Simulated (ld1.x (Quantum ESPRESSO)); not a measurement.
**Configuration tests for sulfur (TM)**

* Element: sulfur
* Generator: ld1.x (Quantum ESPRESSO) 7.5
* Type: norm-conserving Troullier–Martins (Kleinman–Bylander form)
* Functional: PBE
* Relativity: scalar-relativistic
* Frozen core: [Ne]
* Valence charge: 6
* Reference configuration: 3s1.5 3p4.5
* Partial waves: 3p (bound): rc 1.25 bohr; 3d channel at 0.4 Ry: rc 1.40 bohr; 3s (bound): rc 1.30 bohr
* Local potential: the s channel
* Core correction: a·sin(br)/r model core, default radius (core density twice the valence density)

Energies are relative to the spin-unpolarised reference configuration 3s1.5 3p4.5; without spin polarisation the order of configurations can differ from experiment.

```
valence configuration  charge  ΔE all-electron (eV)  error AE − PS (meV)
              3s2 3p4       0                -5.140                 +0.5
              3s2 3p3      +1                 6.629                 +2.4
              3s2 3p2      +2                28.913                  +20
            3s2 3p3.5    +0.5                -0.480                 +0.3
              3s0 3p6       0                15.600                 +2.6
              3s2 3p1      +3                62.954                  +69
```

(1) What are ΔE and the potential's error for 3s2 3p4.3?

Results:

(1) ΔE = -6.849 eV all-electron; the error (AE − PS) is +1.2 meV.
